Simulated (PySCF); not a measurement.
# How the method changes the shape and vibrations of B2H2O2

Calculated results; nothing here was measured. The program is PySCF 2.14.0, an open-source quantum chemistry code, run on an isolated molecule that a program drew, which may never have been made. The molecule is B2H2O2 (charge 0, singlet), drawn as the SMILES string `O=BBO`.

The geometry was optimised and harmonic frequencies were computed with HF and MP2, all in the cc-pVDZ basis, for the commonest isotopes, with a restricted reference for singlets and an unrestricted one otherwise, and a frozen core in MP2. Each result is a local minimum of its method.

Geometry at the HF minimum:
```xyz
6
B2H2O2, angstrom
O    -3.5647   -0.8288   -1.1644
B    -2.6654   -0.5115   -0.4567
B    -1.3798   -0.0973    0.5968
O    -0.6495    0.9831    0.2922
H    -1.1488   -0.7578    1.5710
H     0.0481    1.1705    0.9035
```

Lengths of the bonds as drawn, in Å (atoms numbered as above):
| bond | HF | MP2 |
|---|---|---|
| O1-B2 | 1.188 | 1.222 |
| B2-B3 | 1.713 | 1.704 |
| B3-O4 | 1.339 | 1.358 |
| B3-H5 | 1.199 | 1.207 |
| O4-H6 | 0.946 | 0.969 |

Rotational constants, in GHz:
```
constant     HF    MP2
       A  51.42  49.86
       B  3.757  3.705
       C  3.501  3.449
```

Harmonic frequencies in cm^-1, each column in rising order, so a row needn't be the same motion in every method:
```
rank    HF   MP2
   1   209   194
   2   330   301
   3   527   496
   4   690   690
   5   739   719
   6   973   938
   7  1078     ?
   8  1275  1208
   9  1445  1390
  10  2157  1946
  11  2716  2658
  12  4152  3844
```

**Estimate the missing MP2 frequency from the HF column.**

A single factor s that minimises the squared misfit of MP2 against s times HF over the other rows is sum(HF x MP2) / sum(HF^2) = 0.9397, with an rms misfit of 48 cm^-1. For rank 7 it gives 0.9397 x 1078 = 1013 cm^-1. The calculation gives 1038 cm^-1, 25 cm^-1 above the estimate. The drawn bonds are on average 1.4 % longer in MP2 than in HF.
